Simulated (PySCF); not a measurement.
Nb(S)(F)(NH2)2 (FH₄N₂NbS), SMILES [NH2][Nb]([NH2])([F])=[S], multiplicity 1. Geometry optimised at PBE-D3(BJ)/def2-SVP. The spin state was assumed, not searched. The def2 effective core potentials stand for the cores of Nb; spin–orbit coupling is left out. The values are those of a single conformer.

Method: PBE-D3(BJ)/def2-SVP in PySCF.

Harmonic wavenumbers (cm⁻¹): 149, 151, 177, 178, 194, 207, 363, 460, 498, 509, 516, 582, 667, 682, 683, 1443, 1447, 3449, 3452, 3551, 3551. Rotational constants (GHz): 2.822, 1.958, 1.928; symmetry number 1.

Problem. Work out the zero-point energy and the ideal-gas rigid-rotor harmonic-oscillator thermochemistry at 298.15 K and 1 atm.

Solution. ZPE = ½ Σ hcν = ½ × 22910 cm⁻¹ = 32.75 kcal/mol. H − E(el) = 38.52 kcal/mol. Entropy in cal/(mol K): translation 41.40, rotation 27.80, vibration 19.62, total 88.83. G − E(el) = 12.03 kcal/mol. Cp = 29.63 cal/(mol K). Modes under 150 cm⁻¹ make the vibrational entropy uncertain.
